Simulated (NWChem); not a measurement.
C2H5BO; SMILES B(O)C=C

```xyz
9

B     -0.4574     0.6346     0.0015
H     -1.6537     0.5666     0.0034
C      0.4197    -0.6499     0.0018
C     -0.1295    -1.8749    -0.0014
H      1.5130    -0.5868     0.0040
H      0.4591    -2.7912    -0.0021
H     -1.2104    -2.0041    -0.0035
O      0.0586     1.8950    -0.0012
H      1.0287     1.8996    -0.0027
```
Atoms are numbered in this order, from 1.

Computed with NWChem. Pople sets run with spherical d functions. All runs use the structure optimised with B3LYP/6-31G* (spherical d). Level: PBE0/6-31+G*; the question gives the wavelength of the field.

Question: Predict the results for field static. Quantities: isotropic polarisability (bohr³); anisotropy (bohr³).

Answer: The isotropic polarisability (bohr³) comes out as 42.1 and the anisotropy (bohr³) is 28.8.
